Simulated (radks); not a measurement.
The numbers below are computed, except where a source is named.
Polarisability of the chromium ion Cr6+, [Ar], at imaginary frequency. Code: a radial shooting solver on a logarithmic mesh with Libxc functionals. Model: scalar-relativistic Kohn-Sham, PBE, spin-polarised, spherical densities, finite nucleus; Fermi nuclear charge, rms radius 3.6452 fm. Response by self-consistent Sternheimer equations with the Hartree and adiabatic LDA kernel, the relativistic mass of each level held fixed and spin-orbit coupling left out.

w (hartree),alpha1(iw) (bohr^3),alpha2(iw) (bohr^5)
0.00266,0.8094,0.7090
0.0143,0.8094,0.7090
0.0360,0.8092,0.7089
0.0697,0.8087,0.7088
0.118,0.8074,0.7083
0.186,0.8045,0.7073
0.280,0.7983,0.7052
0.413,0.7858,0.7008
0.605,0.7605,0.6916
0.892,0.7108,0.6726
1.35,0.6174,0.6322
2.12,0.4639,0.5485
3.59,0.2717,0.3949
6.94,0.1119,0.1899
17.5,0.02794,0.04187

Static values: alpha1 = 0.8094 bohr^3 (0.1199 angstrom^3; uncoupled 1.293), alpha2 = 0.7090 bohr^5, alpha3 = 1.349 bohr^7. C6 = 1.247, C8 = 6.761, triple-dipole C9 = 0.7346 atomic units. One-pole (London) frequency 4 C6 / (3 alpha1^2) = 2.538 hartree, against 5.462 for minus the highest occupied eigenvalue.
